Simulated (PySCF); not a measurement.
Computed shifts of a molecule C4H4Cl2, PySCF with PBE/pcSseg-1, GIAO, gas phase, equivalent atoms averaged, in ppm (number of nuclei): ¹³C: 137.0 (2), 40.1 (2). ¹H: 2.89 (4). References: ³⁵Cl against HCl (σ = 936.5 ppm); ¹³C against TMS (σ = 182.0 ppm); ¹H against TMS (σ = 31.49 ppm), references at their B3LYP-D3(BJ)/def2-TZVP geometries, non-relativistic (without spin–orbit terms, shifts of atoms bonded to Cl or Br come out too high). Geometry: B3LYP-D3(BJ)/def2-SVP. The values are those of a single conformer.

Task: Which structure fits?
(A) Cl/C=C\C=C/Cl
(B) C=C=CC(Cl)Cl
(C) ClC1=C(Cl)CC1
(D) C=C(Cl)/C=C\Cl

Result: C, ClC1=C(Cl)CC1
